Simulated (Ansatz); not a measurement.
Consider the ligand exchange at the Si–C bond: `C=C[SiH](C)O` + `O[SiH2]O` → `C[SiH](O)O[SiH2]O` + `C=C`.

Isolated molecules relaxed with PBE0-D4/def2-TZVP in Ansatz; ΔE leaves out vibrations. CCSD(T)/CBS adds triple-zeta CCSD(T) − MP2 to the extrapolated MP2 energy (def2 sets, frozen cores). This one scheme is used for every species. One conformer a species, not always the lowest.

`C=C[SiH](C)O`:

Cartesian coordinates in Å:
```
C -0.072 -1.479 1.706
C -0.682 -0.543 0.982
Si -0.181 -0.117 -0.760
C -0.014 1.734 -0.926
O 1.212 -0.908 -1.166
H -0.366 -1.713 2.725
H 0.750 -2.062 1.300
H -1.507 0.000 1.442
H -1.193 -0.619 -1.726
H -0.964 2.225 -0.695
H 0.270 2.010 -1.944
H 0.739 2.130 -0.239
H 2.009 -0.658 -0.697
```

`O[SiH2]O`:

Cartesian coordinates in Å:
```
O 0.085 -0.818 1.195
Si 0.206 -0.202 -0.322
O -0.531 1.254 -0.499
H 0.532 -0.350 1.903
H 1.616 0.067 -0.687
H -0.423 -1.236 -1.176
H -1.485 1.284 -0.413
```

`C[SiH](O)O[SiH2]O`:

```xyz
14

C    -1.078   -1.059   -1.946
Si   -0.840   -0.466   -0.215
O    -0.063   -1.646    0.621
O     0.063    0.914   -0.201
Si    1.306    1.442    0.707
O     1.263    0.740    2.203
H    -0.116   -1.291   -2.409
H    -1.578   -0.297   -2.549
H    -1.692   -1.964   -1.961
H    -2.134   -0.126    0.437
H     0.289   -1.398    1.480
H     2.591    1.029    0.104
H     1.197    2.916    0.834
H     0.793    1.207    2.896
```

`C=C`:

```xyz
6

C     0.177   -0.602    0.209
C    -0.177    0.602   -0.209
H    -0.560   -1.367    0.430
H     1.217   -0.874    0.349
H     0.560    1.367   -0.430
H    -1.217    0.874   -0.349
```

```json
{"level": "MP2/def2-TZVPP", "ΔE (kJ/mol)": "-129.9"}
{"level": "SCS-MP2/def2-QZVPP", "ΔE (kJ/mol)": "-132.9"}
```

**Question.** What does CCSD(T)/CBS give? (Estimate.)

**Answer.** Computed: -131.0 kJ/mol. The listed levels differ from it by 1.1, -1.9 kJ/mol.

Largest T1 diagnostic among the species: 0.011.

In def2-TZVPP, CCSD(T) changes the Hartree–Fock value by +14.7 kJ/mol (the triples alone add +2.3 kJ/mol) and MP2 by +15.9 kJ/mol. From PBE to PBE0 (25 % exact exchange), in def2-TZVPP and without D4, ΔE moves by −6.1 kJ/mol.
